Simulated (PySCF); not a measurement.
Species: C2H7SSi (doublet state).
Geometry (GFN2-xTB, Å), atoms numbered from 1 in this order:
```xyz
11
C2H7SSi angstrom
C     -1.5687    0.5578   -0.4727
C     -1.2060   -0.4969    0.4027
S      0.4436    0.0006    1.3456
Si     1.8745   -0.0003   -0.2398
H     -2.0702    1.4285   -0.0934
H     -1.1515    0.6135   -1.4620
H     -1.8689   -0.6416    1.2495
H     -0.9390   -1.4342   -0.0744
H      1.6334   -1.1965   -1.0398
H      3.1527   -0.0290    0.4478
H      1.7055    1.2009   -1.0497
```

The hyperfine couplings belong to this conformer and change with its torsions.

As a line formula: `[CH2]CS[SiH3]` [radical].

Method used: UKS B3LYP, pcH-1 on C H S Si, non-relativistic, mean-field spin-orbit, GIAO (PySCF 2.14.0). The structure is a single GFN2-xTB conformer in the gas phase; no vibrational or solvent corrections. The geometry wasn't refined by DFT: couplings that depend on bond lengths, twists or pyramidal angles can differ widely from those at the functional's own minimum. Stability of the SCF solution: not tested.

Q: Match the computed a_iso(13C) values +81.1, -21.7 MHz with the sites C1; C2.

A: 
```
site  a_iso (MHz)  ρ(0) (bohr⁻³)                 position  distance from C1 (Å)  spin population  largest |T| (MHz)
  C1        +81.1        +0.0722  largest spin population                  0.00            +0.94              146.2
  C2        -21.7        -0.0193           1 bond from C1                  1.42            -0.11                9.0
```

ρ(0) is the spin density at the nucleus and T the dipolar tensor; a_iso includes a spin–orbit part; entries for several nuclei are means. The largest Mulliken spin populations are on C1 (+0.94), S3 (+0.23) and C2 (-0.11). The angles at C1 add up to 358.4°, so it is nearly planar; its axial dipolar tensor and the negative couplings of its protons fit spin in a p orbital normal to that plane.

The spin density at the nucleus, in bohr⁻³, is negative for C2 (-0.0193), H6 (-0.0122) and H5 (-0.0121), for instance. A restricted open-shell determinant has no negative spin density anywhere; here it arises because α and β orbitals differ (spin polarisation).

Means are taken over nuclei equivalent by connectivity, which assumes that they swap fast. H5 and H6 aren't averaged: C1 is flat or nearly so (angle sum 358°), and its turn about the short C1–C2 bond (1.42 Å) is taken as slow. The three 1H nuclei of mean +1.7 MHz run from -0.4 to 5.6 MHz in the frozen geometry. The 1H value of +27.2 MHz is a mean of couplings from 23.0 to 31.4 MHz in this one geometry, not an average over conformers.
